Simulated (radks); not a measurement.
Values are calculated unless marked as measured or tabulated.
All-electron atom: Se30+ in [He] 2s2 (the NIST ground configuration). Code: a radial shooting solver on a logarithmic mesh with Libxc functionals. Model: scalar-relativistic Kohn-Sham, r2SCAN, spin-polarised, spherical densities, finite nucleus; meta-GGA in the generalised Kohn-Sham scheme; Fermi nuclear charge, rms radius 4.14 fm.

Unscreened Slater integrals over Kohn-Sham orbitals (cm^-1). They are taken over the spin-up orbitals.

integral     value
F0(2s,2s)  1094400
F0(2s,1s)  1531900
G0(2s,1s)   155230
F0(1s,1s)  4714000
